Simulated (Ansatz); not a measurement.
Species: C6H8N (charge 0, doublet). It need not be the lowest isomer of its formula. 
Coordinates optimised at B3LYP-D3(BJ)/def2-TZVP (Ansatz, a program for electronic structure):
SMILES: c1(C)ccc([nH]1)[CH2]
```xyz
15

C      2.4990    -0.4846     0.2380
C      1.2116    -0.0606    -0.0179
C      0.7305     1.0108    -0.8112
C     -0.6688     1.0148    -0.7401
C     -1.0665    -0.0310     0.0802
N      0.0712    -0.6668     0.5059
C     -2.4213    -0.4784     0.4940
H      2.7017    -1.3331     0.8758
H      3.3364     0.0334    -0.2023
H      1.3583     1.6898    -1.3635
H     -1.3407     1.7012    -1.2292
H      0.0890    -1.4651     1.1151
H     -2.6224    -1.5077     0.1802
H     -3.1792     0.1615     0.0450
H     -2.5482    -0.4374     1.5805
```
Charge 0, spin multiplicity 2.

Quantity: atomisation energy (electronic, to ground-state atoms), in kcal/mol. Correlated levels leave the core frozen unless marked. UHF or UKS for open shells. Spin-orbit coupling is left out. No relativistic terms. The coupled-cluster limit lacks core correlation, which all-electron functionals hold. Basis-set limits of correlation are two-point, X^-3; Hartree-Fock from the larger set. The bracket is a focal-point correction in the basis named.

The UHF reference is spin-contaminated (<S^2> 0.27 over the pure value in the largest basis). 

```json
[
 {"level": "PBE0-D3(BJ)/def2-TZVP", "program": "Ansatz + dftd3", "atomisation energy (kcal/mol)": "(withheld)"},
 {"level": "PBE0/def2-QZVPP", "program": "Ansatz", "atomisation energy (kcal/mol)": "1596.2"},
 {"level": "RPA@PBE/cc-pVTZ", "program": "Ansatz", "atomisation energy (kcal/mol)": "1459.5"},
 {"level": "SCS-MP2/6-31G", "program": "Ansatz", "atomisation energy (kcal/mol)": "1351.1"},
 {"level": "RI-MP2/CBS(cc-pVTZ,cc-pVQZ)+[CCSD(T)-MP2]/cc-pVTZ", "program": "Ansatz", "atomisation energy (kcal/mol)": "1568.3"}
]
```

What belongs in the gaps?


- PBE0-D3(BJ)/def2-TZVP, atomisation energy (kcal/mol): 1601.1
